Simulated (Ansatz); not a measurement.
A nudged elastic band was laid between two geometries of Cl + GeH4 (6 atoms, charge 0, multiplicity 2).

These are results of UHF/def2-SVP (Ansatz), not measurements.

| Property | Result |
| --- | --- |
| movable images | 5 |
| climbing image | yes |
| spring | 5.0 eV/Å² |
| optimiser | quadratic models (default) |
| start path | through a guess of the saddle point |
| force threshold | 0.05 eV/Å |
| iteration limit | 60 |
| end points | relaxed |

First end point:

```xyz
6
Properties=species:S:1:pos:R:3
Ge 0.005 0.000 -0.240
H 0.024 0.000 1.293
H 1.443 0.000 -0.772
H -0.724 1.251 -0.745
H -0.724 -1.251 -0.745
Cl -0.024 0.000 4.930
```

Last end point:

```xyz
6
Properties=species:S:1:pos:R:3
Ge 0.000 0.000 -0.596
H 0.001 0.000 3.102
H 1.462 0.000 -1.054
H -0.732 1.267 -1.053
H -0.732 -1.267 -1.053
Cl 0.002 0.000 4.374
```

Question: Which bonds break or form, and what moves?

Answer: Bonds broken: Ge1–H2. Bonds formed: H2–Cl6. Cl + GeH4 becomes ClH + GeH3.

Question: What energy profile does the band end with?

Answer: The forces met the threshold. The highest image is number 3 of 0 to 6, 0.47 eV above the first end and 0.72 eV above the last; the last end lies 0.25 eV below the first. A vibrational analysis at the climbing image gives one clearly imaginary mode, 1468i cm⁻¹: a first-order saddle point.

```
image  path coordinate (Å)  energy (eV)  Ge1–H2 (Å)  H2–Cl6 (Å)
    0                 0.00         0.00        1.53        3.64
    1                 0.59         0.01        1.53        2.99
    2                 1.19         0.09        1.53        2.35
    3                 1.78         0.47        1.71        1.60
    4                 2.50        -0.10        2.49        1.28
    5                 3.22        -0.23        3.09        1.27
    6                 3.94        -0.25        3.70        1.27
```

Question: What is the geometry of the highest image?

Answer: 
```xyz
6
Properties=species:S:1:pos:R:3
Ge 0.000 0.000 0.006
H -0.002 0.000 1.717
H 1.462 0.000 -0.438
H -0.731 1.266 -0.441
H -0.731 -1.266 -0.441
Cl 0.003 0.000 3.318
```

Question: What are the harmonic wavenumbers there?

Answer: 1468i, 145, 146, 261, 804, 804, 863, 942, 942, 2273, 2273, 2274 cm⁻¹.

Time of the run: 110 s on 1 thread of Arm Neoverse V1 (shared host), peak memory 0.23 GiB.
